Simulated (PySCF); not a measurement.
Molfile (atoms numbered from 1):
```
C8H9B
     RDKit          3D

 18 17  0  0  0  0  0  0  0  0999 V2000
   -2.1339   -3.4402    0.6178 C   0  0  0  0  0  0  0  0  0  0  0  0
   -2.5393   -2.2949    0.6033 C   0  0  0  0  0  0  0  0  0  0  0  0
   -3.0407   -0.9634    0.5973 C   0  0  0  0  0  0  0  0  0  0  0  0
   -2.3876    0.0967    0.0840 C   0  0  0  0  0  0  0  0  0  0  0  0
   -1.0361    0.0700   -0.5321 C   0  0  0  0  0  0  0  0  0  0  0  0
    0.0202    1.0543    0.0928 B   0  0  0  0  0  0  0  0  0  0  0  0
    1.5039    0.8305   -0.0777 C   0  0  0  0  0  0  0  0  0  0  0  0
    2.7053    0.6361   -0.1967 C   0  0  0  0  0  0  0  0  0  0  0  0
    4.1280    0.4015   -0.3375 C   0  0  0  0  0  0  0  0  0  0  0  0
   -1.7715   -4.4510    0.6332 H   0  0  0  0  0  0  0  0  0  0  0  0
   -4.0276   -0.8130    1.0478 H   0  0  0  0  0  0  0  0  0  0  0  0
   -2.8812    1.0728    0.1503 H   0  0  0  0  0  0  0  0  0  0  0  0
   -1.0985    0.4747   -1.5693 H   0  0  0  0  0  0  0  0  0  0  0  0
   -0.6486   -0.9546   -0.6383 H   0  0  0  0  0  0  0  0  0  0  0  0
   -0.3574    2.0514    0.6702 H   0  0  0  0  0  0  0  0  0  0  0  0
    4.7232    1.2637    0.0005 H   0  0  0  0  0  0  0  0  0  0  0  0
    4.4295   -0.4766    0.2559 H   0  0  0  0  0  0  0  0  0  0  0  0
    4.3866    0.1904   -1.3872 H   0  0  0  0  0  0  0  0  0  0  0  0
  1  2  3  0
  2  3  1  0
  3  4  2  0
  4  5  1  0
  5  6  1  0
  6  7  1  0
  7  8  3  0
  8  9  1  0
  1 10  1  0
  3 11  1  0
  4 12  1  0
  5 13  1  0
  5 14  1  0
  6 15  1  0
  9 16  1  0
  9 17  1  0
  9 18  1  0
M  END
```

Geometry: PBE0-D3(BJ)/def2-SVP; GIAO absolute shieldings from PySCF 2.14, gas phase, non-relativistic, averaged over equivalent atoms.

At HF/pcSseg-1 (198 basis functions, 26 s wall time on 1 thread of an Arm Neoverse N1, shared host):
| atoms | σ (ppm) |
| --- | --- |
| C4 | 32.6 |
| C8 | 44.1 |
| C3 | 78.3 |
| C1 | 96.5 |
| C7 | 108.3 |
| C2 | 116.8 |
| C5 | 159.0 |
| C9 | 185.4 |
| B6 | 51.6 |
| H12 | 25.02 |
| H15 | 25.70 |
| H11 | 26.38 |
| H10 | 27.94 |
| H13/H14 | 29.45 |
| H16/H17/H18 | 29.46 |

Problem. What do these become at PBE0/pcSseg-1?

Solution. 
```json
{"atoms": "C4", "σ at PBE0/pcSseg-1": "28.3", "change": "-4.3"}
{"atoms": "C8", "σ at PBE0/pcSseg-1": "39.5", "change": "-4.6"}
{"atoms": "C3", "σ at PBE0/pcSseg-1": "71.6", "change": "-6.7"}
{"atoms": "C1", "σ at PBE0/pcSseg-1": "92.9", "change": "-3.6"}
{"atoms": "C7", "σ at PBE0/pcSseg-1": "87.8", "change": "-20.5"}
{"atoms": "C2", "σ at PBE0/pcSseg-1": "101.6", "change": "-15.2"}
{"atoms": "C5", "σ at PBE0/pcSseg-1": "143.0", "change": "-16.0"}
{"atoms": "C9", "σ at PBE0/pcSseg-1": "176.8", "change": "-8.6"}
{"atoms": "B6", "σ at PBE0/pcSseg-1": "34.8", "change": "-16.8"}
{"atoms": "H12", "σ at PBE0/pcSseg-1": "24.64", "change": "-0.38"}
{"atoms": "H15", "σ at PBE0/pcSseg-1": "24.80", "change": "-0.90"}
{"atoms": "H11", "σ at PBE0/pcSseg-1": "25.84", "change": "-0.54"}
{"atoms": "H10", "σ at PBE0/pcSseg-1": "28.03", "change": "+0.09"}
{"atoms": "H13/H14", "σ at PBE0/pcSseg-1": "28.64", "change": "-0.81"}
{"atoms": "H16/H17/H18", "σ at PBE0/pcSseg-1": "28.97", "change": "-0.49"}
```

The largest change is at C7 (alkyne carbon). Cost: 198 basis functions, 58 s wall time on 1 thread of an Arm Neoverse N1, shared host. The order of the carbon signals changes between the two levels.

A carbon bonded to boron is broadened by the quadrupolar boron nucleus and is often missing from a measured spectrum.
